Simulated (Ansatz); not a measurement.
`CC(F)CF` + `F[Si](S)(Cl)Cl` → `CS[Si](F)(Cl)Cl` + `FCCF`  (substitution at a C–C bond)

Isolated molecules relaxed with PBE0-D4/def2-TZVP in Ansatz; ΔE leaves out vibrations. CBS: MP2 limit from def2 TZ/QZ plus the TZ coupled-cluster correction, frozen cores. This one scheme is used for every species. DFT in def2-TZVPP. HSE06 is defined as in plane-wave codes. One conformer a species, not always the lowest.

```
        level  ΔE (kJ/mol)
      r2SCAN0         27.0
        HSE06         24.5
  HF/def2-SVP         34.0
HF/def2-QZVPP         27.5
```

(1) What does CCSD(T)/CBS give? (An estimate is asked.)

Largest T1 diagnostic among the species: 0.011.

## Answers

(1) The calculation gave: +25.8 kJ/mol. The listed levels differ from it by 1.2, -1.3, 8.2, 1.7 kJ/mol.

From BLYP to BHLYP (50 % exact exchange), in def2-TZVPP and without D4, ΔE moves by +5.2 kJ/mol. The D4 term adds −3.5 kJ/mol with B3LYP and −2.0 kJ/mol with PBE0; it sums over pairs of atoms, weighted by their polarisabilities, and B3LYP, whose exchange is more repulsive, gets the larger term.

CCSD(T)/CBS has its own doubt, a few kJ/mol and more with outer-core shells, so smaller differences from it don't rank the levels.

B3LYP here is the variant with VWN-RPA as its local correlation; programs differ in this.
